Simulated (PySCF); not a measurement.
**Cu2: energy against distance**

Set-up: PySCF, spin-free X2C with a Gaussian nucleus, basis sets Cu x2c-TZVPPall. Energies in eV from Cu (3d10 4s1) + Cu (3d10 4s1) in their ground configurations at the same level. State: ¹Σg⁺ (singlet), closed shell.

```
R (Å)   HSE06  r²SCAN
1.940  -1.320  -1.746
2.030  -1.653  -2.028
2.121  -1.828  -2.157
2.188  -1.887  -2.184
2.256  -1.899  -2.167
2.324  -1.878  -2.119
2.414  -1.810  -2.019
2.527  -1.684  -1.859
2.662  -1.500  -1.639
2.843  -1.232  -1.335
```

**Question.** Put a parabola through the three lowest points of the HSE06 curve and estimate Re, k and ωe (reduced mass 31.46 u; 1 eV/Å² = 0.16022 mdyn/Å; ωe = 1302.8·√(k/μ) cm⁻¹).

**Answer.** Through R = 2.188, 2.256, 2.324 Å the second-order coefficient is 3.57 eV/Å², so Re ≈ 2.247 Å, k ≈ 1.14 mdyn/Å and ωe ≈ 248 cm⁻¹. A polynomial fit of higher order to the unrounded HSE06 energies gives Re = 2.244 Å, k = 1.26 mdyn/Å, ωe = 261 cm⁻¹; anharmonicity and rounding make the difference.

The higher-order fit for each curve: HSE06: Re = 2.244 Å, ωe = 261 cm⁻¹, De = 1.90 eV; r²SCAN: Re = 2.193 Å, ωe = 282 cm⁻¹, De = 2.18 eV.

Closed-shell solutions of metal pairs were not tested for spin polarisation, which can lower them a little.
